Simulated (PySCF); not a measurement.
C₂H₃F₂, SMILES C[C](F)F, multiplicity 2. Atoms are numbered in the order given.

```xyz
7

C     -1.3823     0.0443     0.0000
C      0.0590    -0.3061     0.0000
F      0.7329     0.0641     1.0939
F      0.7329     0.0641    -1.0939
H     -1.5107     1.1441     0.0000
H     -1.8707    -0.3633     0.8955
H     -1.8707    -0.3633    -0.8955
```
Charge 0, spin multiplicity 2.

Geometry: r2SCAN-D4/def2-SVP. The isomer is the one that the SMILES or the coordinates give; other isomers of the formula were not compared.

Computed with PBE/pcH-1 run with PySCF.

Unrestricted Kohn–Sham, ⟨S²⟩ = 0.752. Hyperfine tensors hold the contact and dipolar terms, without spin-orbit corrections.

**Question.** Estimate the hyperfine couplings. (An estimate is asked for; the answer gives what the named calculation found.)

**Answer.** 
```tsv
nucleus	A(iso) (MHz)	A(iso) (G)	dipolar principal values (MHz)
13C no. 1	45.5	16.2	-5.3, -4.7, 10.0
13C no. 2	392.1	139.9	-74.2, -73.8, 147.9
19F no. 3	209.9	74.9	-225.8, -209.2, 435.0
19F no. 4	209.9	74.9	-225.8, -209.2, 435.0
1H no. 5	101.3	36.1	-5.4, -2.4, 7.8
1H no. 6	9.8	3.5	-6.6, -5.1, 11.7
1H no. 7	9.8	3.5	-6.6, -5.1, 11.7
```

**Question.** And the g tensor (effective nuclear charges for spin-orbit coupling, GIAO)? (An estimate is asked for; the answer gives what the named calculation found.)

**Answer.** principal values 2.0019, 2.0048, 2.0053; isotropic 2.0040.
